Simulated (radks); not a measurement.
Results of a calculation; reference values are marked as such.
All-electron atom: the selenium ion Se4+ in [Ar] 3d10 4s2.

Code: a radial shooting solver on a logarithmic mesh with Libxc functionals. Model: non-relativistic Kohn-Sham, LDA (Slater exchange, Perdew-Wang correlation), spin-polarised, spherical densities, point nucleus.

Energy parts (Ry):
total: -4788.46532
kinetic: 4784.35567
electron-nucleus: -11345.63333
Hartree: 1937.14573
exchange-correlation: -164.33339

Orbitals (lengths in bohr, moments of r in powers of bohr; r(90%) holds 90 % of the orbital's charge):
orbital,occ.,eigenvalue (Ry),r(90%),<r^2>
1s,2,-906.4812,0.0802,0.002718
2s,2,-118.4361,0.309,0.04722
2p,6,-106.8506,0.282,0.03654
3s,2,-18.86655,0.873,0.3946
3p,6,-14.87729,0.908,0.4134
3d,10,-7.77894,1.03,0.4796
4s,2,-4.50145,2.33,2.915

The highest occupied level is 4s at -61.245 eV. Virial ratio -V/T = 2.00086.
